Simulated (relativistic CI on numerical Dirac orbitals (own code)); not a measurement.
Sensitivity of the levels of Ta23+ to α and to the nuclear radius

Method of calculation: Dirac-Coulomb-Breit CI, KLI orbitals optimised for each configuration, derivatives by finite differences, unscaled Slater integrals, QED left out (own radial code, finite nucleus).

CI space (outside the closed core [Ar] 3d10 4p6 4d10): 4s2 4f4, 4s2 4f3 5s, 4s2 4f2 5s2, 4s2 4f3 5p, 4s2 4f2 5s 5p, 4s 4f3 5s2. Levels of other configurations are missing.

With x = (α/α₀)² − 1 an excitation energy changes as ω = ω₀ + qx; K = 2q/ω₀ is the relative enhancement. Terms are leading LS components, so labels can repeat. The field-shift factor is F = δν/δ⟨r²⟩ for the transition from the lowest level.

Lowest level 4s2 4f4 5I_4.

```csv
Level,ω₀ (cm⁻¹),q (cm⁻¹),K,F (GHz/fm²)
4s2 4f4 5I_5,11807.6,14340,2.43,0.597
4s2 4f4 5I_6,22486.1,23930,2.13,1.02
4s2 4f4 5I_7,31722.1,28870,1.82,1.28
4s2 4f4 5F_2,38358.4,-1798,-0.0937,0.273
4s2 4f4 5I_8,39775.3,30790,1.55,1.43
4s2 4f4 5F_1,41063.6,11610,0.565,0.751
4s2 4f4 3G_4,44743.7,3374,0.151,0.516
4s2 4f4 5F_3,47710.8,14580,0.611,0.919
4s2 4f4 5S_2,52085.8,18130,0.696,1.08
4s2 4f4 5G_2,53395.3,9093,0.341,0.781
4s2 4f4 3K_6,53732.4,20540,0.765,1.18
4s2 4f4 5G_3,55629.0,10220,0.367,0.837
4s2 4f4 3L_7,57704.7,20790,0.72,1.23
4s2 4f4 5F_5,59365.6,21230,0.715,1.25
4s2 4f4 5F_4,60457.8,27540,0.911,1.48
4s2 4f4 3M_8,62606.7,20930,0.669,1.29
4s2 4f4 5G_4,71602.9,27090,0.757,1.56
4s2 4f4 5F_5,72234.6,34600,0.958,1.83
4s2 4f4 3D_2,73003.9,25990,0.712,1.53
4s2 4f4 3G_3,73418.4,27580,0.751,1.59
4s2 4f4 3P_1,78785.7,27940,0.709,1.64
4s2 4f4 3L_8,81146.1,29070,0.717,1.73
4s2 4f4 3K_7,81666.9,41020,1,2.14
```

At this charge energies of transitions that change n are usually good to better than 1 %, and those within a shell (Δn = 0) to a few per cent. Terms inside the open d or f shell come out 10 to 20 % too wide with unscaled integrals.
